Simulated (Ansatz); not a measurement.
`[CH3][SbH][CH3]` + `FC[SiH3]` → `[CH3][SbH][SiH3]` + `CCF`  (formal exchange of groups at the Sb–C bond)

Program: Ansatz. Geometries: PBE0-D4/def2-TZVP. ΔE: electronic, gas phase. CCSD(T)/CBS is the MP2 limit (def2-TZVPP, def2-QZVPP) plus CCSD(T) − MP2 in def2-TZVPP, frozen cores. DFT in def2-TZVPP. HSE06 is defined as in plane-wave codes. def2 core potentials past Kr. For Sb outer-core shells are correlated without core-valence functions, which leaves a few kJ/mol of doubt a bond.

`[CH3][SbH][CH3]`:

Z-matrix (Å, degrees):
```
C
Sb 1 2.159
H 1 1.090 2 109.6
H 1 1.091 2 108.8 3 118.8
H 1 1.089 2 110.6 3 -120.9
C 2 2.159 1 95.0 3 166.8
H 2 1.715 1 93.8 3 72.6
H 6 1.089 2 110.6 1 -45.9
H 6 1.091 2 108.8 1 74.5
H 6 1.090 2 109.6 1 -166.8
```

`FC[SiH3]`:

Z-matrix (Å, degrees):
```
C
Si 1 1.895
F 1 1.391 2 110.4
H 1 1.095 2 111.2 3 120.0
H 1 1.095 2 111.2 3 -120.0
H 2 1.484 1 110.0 3 60.5
H 2 1.484 1 110.0 3 -60.5
H 2 1.488 1 107.8 3 180.0
```

`[CH3][SbH][SiH3]`:

Z-matrix (Å, degrees):
```
C
Sb 1 2.169
H 1 1.090 2 108.5
H 1 1.088 2 111.2 3 120.8
H 1 1.090 2 108.6 3 -118.3
Si 2 2.571 1 93.8 3 -74.8
H 2 1.712 1 94.3 3 -165.7
H 6 1.489 2 111.8 1 -44.0
H 6 1.487 2 110.3 1 -165.4
H 6 1.489 2 109.1 1 75.7
```

`CCF`:

Z-matrix (Å, degrees):
```
C
C 1 1.504
H 1 1.092 2 110.8
H 1 1.093 2 109.9 3 119.7
H 1 1.091 2 110.8 3 -120.6
F 2 1.386 1 110.1 3 60.3
H 2 1.094 1 111.6 3 179.4
H 2 1.094 1 111.6 3 -58.8
```

| level | ΔE (kJ/mol) | difference from CCSD(T)/CBS |
| --- | --- | --- |
| LDA (SPW92) | -62.1 | -11.8 |
| B97M-V | -53.1 | -2.8 |
| PBE0-D4 | -60.2 | -9.9 |
| HSE06-D4 | -60.3 | -10.0 |
| CAM-B3LYP-D4 | -50.7 | -0.4 |
| ωB97X-V | -51.6 | -1.3 |
| ωB97M-V | -49.2 | 1.1 |
| revPBE | -54.8 | -4.5 |
| CAM-B3LYP | -49.8 | 0.5 |
| RPA@PBE/def2-TZVPP | -45.8 | 4.5 |
| CCSD/def2-SVP | -68.5 | -18.2 |
| HF/def2-TZVPP | -54.7 | -4.4 |
| SCS-MP2/def2-TZVPP | -47.3 | 3.0 |
| CCSD/def2-TZVPP | -50.1 | 0.2 |
| MP2/def2-QZVPP | -49.6 | 0.7 |
| CCSD/CBS(def2) | -50.8 | -0.5 |
| CCSD(T)/CBS | -50.3 | 0 |

Largest T1 diagnostic among the species: 0.013.

From BLYP to BHLYP (50 % exact exchange), in def2-TZVPP and without D4, ΔE moves by −5.7 kJ/mol. Leaving LDA and LC-ωPBE aside and taking each functional with its dispersion term where it has one, the values, not all of them listed here, spread over 12.1 kJ/mol, from HSE06-D4 to BLYP-D4. LDA lies −5.5 kJ/mol from PBE without D4.
